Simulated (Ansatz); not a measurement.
`F[CH](F)[GaH2]`, charge 0, multiplicity 1.

Problem. Give a relaxed structure at PBE0-D4/def2-TZVP (Ansatz 0.2.0). (An estimate is asked.)

Solution. Computed: 
```xyz
7

F    -0.0518   -1.1192    1.4275
C     0.1572   -0.8613    0.0928
F    -0.7812   -1.5710   -0.6059
Ga   -0.0873    1.1287   -0.1925
H     1.1327   -1.2909   -0.1601
H     1.1729    2.0220   -0.4550
H    -1.5426    1.6916   -0.1068
```
